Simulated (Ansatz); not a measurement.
System: ZnI₂, net charge 0, singlet state. SMILES: [I][Zn][I]
Geometry: optimised at B3LYP-D3(BJ)/def2-TZVP (Ansatz, a quantum-chemistry and plane-wave program).

Quantity: atomisation energy (electronic, to ground-state atoms), in kcal/mol. Valence correlation only, unless marked. Open shells are spin-unrestricted. No spin-orbit coupling. The frozen core is the preceding noble-gas configuration, with the filled d and f shells of earlier blocks. In def2 rows, elements after Kr have scalar-relativistic effective core potentials. The coupled-cluster limit lacks core correlation, which all-electron functionals hold. CBS marks a two-point X^-3 extrapolation of the correlation energy; Hartree-Fock from the larger set. [CCSD(T)-MP2]/basis is that difference in the basis named.

| level | program | atomisation energy (kcal/mol) |
|---|---|---|
| B97M-V/def2-TZVPD | Ansatz | [?] |
| B3LYP-D3(BJ)/def2-TZVPD | Ansatz + dftd3 | 106.4 |
| PBE0/def2-QZVPP | Ansatz | 115.6 |
| B2GP-PLYP-D3(BJ)/def2-TZVPD | Ansatz + dftd3 | 113.9 |
| B2GP-PLYP-D4/def2-TZVPD | Ansatz + dftd4 | 110.1 |
| B2PLYP/def2-TZVPD | Ansatz | [?] |
| PBE-QIDH/def2-TZVPD | Ansatz | [?] |
| RPA@PBE/def2-QZVPP | Ansatz | 94.1 |
| RI-MP2/CBS(def2-TZVPPD,def2-QZVPPD)+[CCSD(T)-MP2]/def2-TZVPPD | Ansatz | 114.2 |

Task: Some entries are withheld; supply them.

Result: 
- B97M-V/def2-TZVPD, atomisation energy (kcal/mol): 107.4
- B2PLYP/def2-TZVPD, atomisation energy (kcal/mol): 107.1
- PBE-QIDH/def2-TZVPD, atomisation energy (kcal/mol): 118.2
